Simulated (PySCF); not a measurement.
## Distorted geometries of [HfO(OH)3]−

[HfO(OH)3]− (singlet). PySCF 2.14.0, RKS BP86, Hf def2-SVP with ECP60, O def2-SVP, H def2-SVP; non-relativistic Hamiltonian with scalar-relativistic core potentials where named; density fitting; no spin-orbit coupling. Relaxed geometry:

```xyz
8

Hf   -0.3704    0.0000    0.1197
O     0.5433    0.0000    1.7115
O     0.1725    1.6860   -0.9129
H     0.8246    2.2620   -0.4757
O    -2.3829    0.0000    0.5141
H    -2.6575    0.0000    1.4477
O     0.1725   -1.6860   -0.9129
H     0.8246   -2.2620   -0.4757
```

Order these distorted geometries by energy above the relaxed one, lowest first.
A.
```xyz
8

Hf   -0.3464    0.0151    0.0673
O     0.5397   -0.0210    1.7394
O     0.1593    1.6839   -0.9116
H     0.8449    2.2583   -0.4617
O    -2.3384   -0.0154    0.5064
H    -2.6921    0.0360    1.4227
O     0.1711   -1.6887   -0.8968
H     0.7884   -2.2681   -0.4499
```
B.
```xyz
8

Hf   -0.4402    0.0265    0.1404
O     0.5357    0.0932    1.5736
O     0.0790    1.5687   -0.8321
H     0.8574    2.3806   -0.4352
O    -2.3684   -0.1122    0.5817
H    -2.6267   -0.0733    1.4210
O     0.1503   -1.6464   -0.8714
H     0.9395   -2.2372   -0.5624
```
C.
```xyz
8

Hf   -0.4353    0.1054    0.0842
O     0.7574   -0.0170    1.7426
O     0.1103    1.7179   -0.9507
H     0.7781    2.2727   -0.4989
O    -2.3850    0.0447    0.6567
H    -2.6631   -0.1275    1.4649
O     0.2340   -1.7831   -1.0330
H     0.7302   -2.2130   -0.4500
```

A (0.13 eV), C (1.67 eV), B (1.73 eV).

Which forces (eV/Å) act in the one that lies 1.73 eV up?


```
Hf  -1.41 -3.20 -2.35
O    2.41  0.14  4.24
O    4.31  7.02 -0.44
H   -3.50 -3.72 -1.76
O    0.23 -0.18 -5.49
H   -2.08  0.24  6.13
O    1.93 -1.82  0.32
H   -1.90  1.52 -0.65
```
Forces carry noise of the integration grid, about 0.01 to 0.03 eV/Å.
